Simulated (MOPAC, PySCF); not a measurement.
H4S4Si, SMILES `S[Si](S)(S)S`, neutral singlet in the gas phase. 

Cartesian coordinates (Å):
SMILES: S[Si](S)(S)S
```xyz
9

S     -1.3057     1.6798     0.2468
Si     0.0000    -0.0010     0.0000
S      2.0574     0.4427    -0.4017
S     -0.7247    -1.0712    -1.7091
S     -0.0274    -1.0561     1.8647
H     -1.1898     2.0697    -1.0474
H      2.2691     0.9875     0.8230
H      0.3033    -1.9567    -1.6967
H     -1.3823    -1.0946     1.9204
```
Charge 0, spin multiplicity 1.

All levels are single points at this geometry (PBE-D3(BJ)/def2-TZVP); Pople sets use spherical d functions. Orbital energies aren't observables, and empty levels follow the basis.

PM7 in MOPAC gives dipole (D) = 0.01.

Problem. Estimate the dipole (D) from each of these levels: PBE-D3(BJ)/def2-TZVP in PySCF; B3LYP/3-21G in PySCF; B3LYP/LANL2DZ in PySCF; BP86/6-31G* in PySCF; PM6 in MOPAC.

Solution. 
```
level                          dipole (D)
-----------------------------  ----------
PBE-D3(BJ)/def2-TZVP in PySCF        0.01
B3LYP/3-21G in PySCF                 0.01
B3LYP/LANL2DZ in PySCF               0.01
BP86/6-31G* in PySCF                 0.01
PM6 in MOPAC                         0.01
```
